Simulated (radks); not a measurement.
Numerical settings for the tungsten ion W+, [Xe] 4f14 5d4 6s1. Calculated with a radial shooting solver on a logarithmic mesh with Libxc functionals: scalar-relativistic Kohn-Sham, PBE, spin-polarised, spherical densities, finite nucleus; open shells are filled with parallel spins first (spin-orbit coupling, left out, can overturn this in heavy ions); Fermi nuclear charge, rms radius 5.3658 fm. The defaults (mesh step 0.008 in ln r, mesh end at 40 bohr or more with all orbitals vanishing there, Anderson mixing 0.5 over 9 steps, residual threshold near 1e-9 with the energy settled to 1e-9 hartree or 1e-11 of itself, here a cap of 67 iterations) give E = -16139.7967 hartree and 5d at -12.750 eV in 17 iterations. Run on one thread of a shared host, so times are rough (Arm Neoverse N1): 0.41 s of CPU time, 0.41 s wall, 17 iterations on 2360 mesh points. Changes against that run (0 stands for a change within the tolerance of the run):

| setting | iterations | converged | E (mhartree) | e(5d) (meV) | CPU (s) |
|---|---|---|---|---|---|
| mesh step in ln r 0.08 | 2 | no | diverged | - | 0.03 |
| mesh step in ln r 0.03 | 15 | yes | -0.00142 | 0 | 0.13 |
| mesh step in ln r 0.02 | 15 | yes | 0 | 0 | 0.17 |
| mesh end (bohr) 3 | 16 | level above zero | +1.58e+03 | +1.34e+04 | 0.31 |
| mesh end (bohr) 1 | 15 | level above zero | +2.71e+05 | +6.62e+05 | 0.27 |
| residual threshold 1e-13 | 34 | yes | 0 | 0 | 0.56 |
| residual threshold 0.001 | 10 | yes | 0 | -0.634 | 0.29 |
| mixing 2.5 | 27 | yes | 0 | 0 | 0.57 |
| linear mixing, mixing 1 | 67 | no | +3.24e+05 | -9.28e+05 | 3.9 |
| linear mixing, mixing 0.05 | 67 | no | -6.51 | -104 | 1.4 |
| mixing history 20 | 24 | yes | 0 | 0 | 0.53 |
| iteration cap 5 | 5 | no | +10.2 | +405 | 0.15 |

Settled on a wrong energy, with an occupied level pushed above zero by the early mesh end: mesh end (bohr) 3 (+1.58 hartree); mesh end (bohr) 1 (+271 hartree). Apart from these: no run marked as converged misses the energy by more than 1 mhartree. A mesh that ends early acts as a hard wall.
